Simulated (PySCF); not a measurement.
Compound: H3SiCHF2, CH4F2Si.
Atom-mapped SMILES: `[F:1][CH:2]([F:3])[SiH3:4]` (hydrogens: H5 on C2; H6, H7, H8 on Si4)

All values: wB97X-D/pcSseg-2 (PySCF, non-relativistic), on one gas-phase PBE0-D3(BJ)/def2-TZVP geometry that isn't relaxed in the solvent. The solvent is an IEF-PCM continuum (Bondi radii, 1.10 Å for H, scaled by 1.2). Specific hydrogen bonds and non-electrostatic terms are outside this model.

Gas phase at wB97X-D/pcSseg-2: HOMO -10.70 eV, LUMO 1.81 eV, dipole 2.00 D.

Task: What does the continuum do to the energy, the frontier levels and the dipole at wB97X-D/pcSseg-2 in chloroform?

Result: 
| solvent | ε | E(solvent) − E(gas) (kcal/mol) | polarisation term (kcal/mol) | distortion of the solute (kcal/mol) | HOMO (eV) | LUMO (eV) | dipole (D) |
| --- | --- | --- | --- | --- | --- | --- | --- |
| chloroform | 4.711 | -1.99 | -2.21 | 0.22 | -10.59 | 2.05 | 2.32 |

Polarisation term: ½ Σ q·V over the induced surface charges. Distortion: the rise of the solute's own energy as its density leaves the gas-phase optimum.

Task: Which radius a makes the point-dipole formula ΔE = −[(ε − 1)/(2ε + 1)]·μ²/a³ give the value in chloroform, with the gas-phase dipole?

Result: μ = 0.788 au and |ΔE| = 0.00317 Eh give a = 2.18 Å; the farthest nucleus lies 2.02 Å from the centroid of the nuclei. The formula assumes a rigid point dipole at the centre of a sphere.

Note: wB97X-D ran without an empirical dispersion term, which enters the total energy and its gradient alone.
